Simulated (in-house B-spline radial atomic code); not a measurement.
Computed with a B-spline radial atomic code. Model: two electrons, singlet ground state, non-relativistic, full CI in B-splines with partial waves to l = 8 (at full coupling up to 3e-4 hartree above the limit, correlation up to 0.6 % small), density held at that of full coupling by Lieb maximisation.

Along the adiabatic connection the electron repulsion is scaled by a coupling λ while a local potential keeps the density fixed. At λ = 0 the system is the Kohn-Sham one and W equals the exchange energy; the exchange-correlation energy is the area under W between 0 and 1. The kinetic energy rises with λ as the electrons avoid each other, with dT/dλ = −λ dW/dλ.

Command:
```bash
python run_ac.py task.json out
```
Settings (lengths in bohr, energies in hartree):
```
potential              coulomb
strength               0.765
lmax                   8
wall_radius            1.86
```

Cost of the run: 2.6 s on 1 thread of Intel(R) Xeon(R) Processor @ 2.30GHz, on a shared host.

**W = mean repulsion less Hartree energy, and W of three functionals.**

Given: confinement point charge; nuclear charge 0.765; hard wall radius 1.86 bohr; external potential -Z/r.

Computed: LDA exchange minus exact 143.66 millihartree; SCAN exchange minus exact -1.6712 millihartree.

| coupling | W xc (hartree) | W xc minus exchange (millihartree) | kinetic minus Kohn-Sham (millihartree) | LDA (PW92) W minus its exchange (millihartree) | PBE W minus its exchange (millihartree) | SCAN W minus its exchange (millihartree) |
| --- | --- | --- | --- | --- | --- | --- |
| 0 | -1.018 | 0 | 0 | 0 | 0 | 0 |
| 0.02 | -1.02 | -2.04 | 0.02 | -12.07 | -3.17 | -1.93 |
| 0.05 | -1.023 | -5.063 | 0.13 | -24.73 | -7.83 | -4.76 |
| 0.12 | -1.0299 | -11.948 | 0.71 | -47.35 | -18.25 | -11.15 |
| 0.25 | ? | ? | ? | ? | ? | ? |
| 0.4 | -1.0553 | -37.289 | 7.22 | -107.44 | -54.29 | -34.42 |
| 0.6 | -1.0714 | -53.455 | 15.28 | -138.23 | -75.89 | -49.29 |
| 0.8 | -1.0862 | -68.215 | 25.59 | -163.84 | -95.01 | -62.99 |
| 1 | -1.0997 | -81.725 | 37.73 | -185.91 | -112.15 | -75.67 |
| 1.4 | -1.1235 | -105.53 | 66.16 | -222.71 | -141.88 | -98.45 |
| 2 | -1.1528 | -134.82 | 115.62 | -265.84 | -178.2 | -127.41 |
| 3 | -1.1896 | -171.59 | 206.5 | -318.72 | -224.36 | -165.58 |
| 4.5 | ? | ? | ? | ? | ? | ? |
| 7 | -1.2666 | -248.65 | 567.7 | -433.04 | -328.33 | -252.58 |
| 10 | -1.2953 | -277.28 | 807.72 | -478.96 | -371.15 | -286.18 |

Question: What belongs in the row 0.25?

Answer: W xc (hartree): -1.0421; W xc minus exchange (millihartree): -24.134; kinetic minus Kohn-Sham (millihartree): 2.96; LDA (PW92) W minus its exchange (millihartree): -78.95; PBE W minus its exchange (millihartree): -35.99; SCAN W minus its exchange (millihartree): -22.35.

Question: What belongs in the row 4.5?

Answer: W xc (hartree): -1.2274; W xc minus exchange (millihartree): -209.41; kinetic minus Kohn-Sham (millihartree): 346.37; LDA (PW92) W minus its exchange (millihartree): -373.64; PBE W minus its exchange (millihartree): -273.73; SCAN W minus its exchange (millihartree): -207.2.

Question: What is the PBE exchange minus exact?

Answer: 45.875 millihartree.

**Energy parts, natural occupations and partial-wave weights.**

Computed: total energy 1.6920 hartree; exchange energy -1.018 hartree; initial slope twice GL2 -0.1025 hartree; kinetic part over minus potential part 0.46163; Hartree energy 2.0359 hartree; Kohn-Sham kinetic 2.9308 hartree; Lieb Oxford ratio E_xc over LDA exchange 1.2146.

| natural | occupation of the shell (electrons) |
| --- | --- |
| s | 1.9828 |
| p | 0.015472 |
| s | ? |
| d | 0.00058936 |
| p | 0.00010587 |
| f | 7.4566e-05 |

Question: What belongs in the row s?

Answer: occupation of the shell (electrons): 0.00084039.

```tsv
wave	weight
s	0.99185
p	?
d	0.00030619
f	4.0379e-05
g	9.1678e-06
```

Question: What belongs in the row p?

Answer: weight: 0.0077916.

Question: What is the kinetic part of the DFT correlation energy?

Answer: 0.037727 hartree.

Question: What is the correlation energy?

Answer: -0.043998 hartree.

Half-way to full coupling W has made 56 % of its drop, against 50 % for a straight line, and second-order (GL2) theory, half the initial slope, overshoots the correlation energy by about 16 %: a moderate bend, as in light atoms. Over couplings 0 to 1 the errors in E_xc come to about +72 millihartree for LDA, +28 millihartree for PBE, +1.7 millihartree for SCAN, so SCAN is nearest. In LDA and PBE and SCAN the errors of exchange and correlation have opposite signs, so the sum is smaller than the larger of the two.
